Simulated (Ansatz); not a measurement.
Reaction (ligand exchange at the In–Se bond): `[F][InH][SeH]` + H–F → `[F][InH][F]` + H₂Se

Computed with Ansatz on PBE0-D4/def2-TZVP structures; ΔE is electronic, products minus reactants. CBS: MP2 limit from def2 TZ/QZ plus the TZ coupled-cluster correction, frozen cores. This one scheme is used for every species. def2 core potentials past Kr. For In, Se outer-core shells are correlated without core-valence functions, which leaves a few kJ/mol of doubt a bond. Scalar relativity is left out up to krypton. Each species was taken in one conformer, which may not be the lowest.

`[F][InH][SeH]`:

Cartesian coordinates in Å:
```
F -0.725 -0.609 1.651
In 0.225 -0.719 -0.053
Se 0.196 1.515 -1.129
H 0.868 -2.230 -0.483
H -0.563 2.043 0.014
```

H–F:

Cartesian coordinates in Å:
```
F 0.334 0.033 0.314
H -0.334 -0.033 -0.314
```

`[F][InH][F]`:

Cartesian coordinates in Å:
```
F -0.312 -1.642 -0.783
In 0.124 0.088 -0.035
F -1.271 0.517 1.234
H 1.459 1.037 -0.416
```

H₂Se:

```xyz
3

Se   -0.094    0.411   -0.539
H    -0.744    0.268    0.768
H     0.837   -0.679   -0.230
```

| species | CCSD(T)/CBS(def2) energy (Eh) |
| --- | --- |
| `[F][InH][SeH]` | -2691.57127 |
| H–F | -100.39570 |
| `[F][InH][F]` | -390.04654 |
| H₂Se | -2401.89790 |

(1) Work out ΔE.

Largest T1 diagnostic among the species: 0.017.

Answers

(1) ΔE = (-390.04654) + (-2401.89790) − (-2691.57127) − (-100.39570) = 0.02253 Eh = +59.2 kJ/mol.

At CCSD(T), def2-SVP lies −16.0 kJ/mol from the extrapolated value and def2-TZVPP −2.5 kJ/mol. In def2-TZVPP, CCSD(T) changes the Hartree–Fock value by +8.0 kJ/mol (the triples alone add +0.6 kJ/mol) and MP2 by +15.1 kJ/mol.
